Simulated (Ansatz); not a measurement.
`FC[SiH]([SiH3])S` → `FC[SiH3]` + `[SiH]S` at 500 K and 1 bar (silylene formation by 1,1-elimination).

Gas-phase electronic energies from Ansatz, PBE0-D4/def2-TZVP geometries. CBS: MP2 limit from def2 TZ/QZ plus the TZ coupled-cluster correction, frozen cores. This one scheme is used for every species. Each species was taken in one conformer, which may not be the lowest.

```csv
species,CCSD(T)/CBS energy (Eh),H − E (kJ/mol),S (J/(mol·K))
`FC[SiH]([SiH3])S`,-1117.99851,251.0,485.9
`FC[SiH3]`,-429.90570,175.1,332.8
`[SiH]S`,-688.02937,66.8,284.1
```

H − E and S are ideal-gas, rigid-rotor, harmonic terms from PBE0-D4/def2-TZVP, for one conformer and one mirror image of each species. 1 Eh = 2625.50 kJ/mol, R = 8.31446 J/(mol·K).

Task: By hand: ΔE, ΔH, ΔS and ΔG.

Result: ΔE = (-429.90570) + (-688.02937) − (-1117.99851) = 0.06344 Eh = 166.6 kJ/mol. Δ(H − E) = 175.1 + 66.8 − 251.0 = -9.1, so ΔH = 157.5 kJ/mol. ΔS = 332.8 + 284.1 − 485.9 = 131.0 J/(mol·K). ΔG = 157.5 − 500 × (131.0)/1000 = 92.0 kJ/mol.

Task: By hand: the equilibrium constant, and the temperature at which ΔG would vanish if ΔH and ΔS stayed fixed.

Result: log₁₀ K = −ΔG/(RT ln 10) = -9.6. ΔG = 0 at ΔH/ΔS = 1202 K.

The number of gas molecules changes by +1, which sets the sign of ΔS. A doubt of 5 kJ/mol in ΔE shifts log₁₀ K by 0.5 here. Other conformers and mirror images would add mixing entropy, several J/(mol·K) or more a flexible species. Modes under 60 cm⁻¹, often nearly free rotors, make the harmonic entropy too high. These are equilibria of isolated gas molecules and say nothing of rates. Largest T1 diagnostic: 0.016 (customary marks: 0.02 for closed shells, 0.045 for open ones).
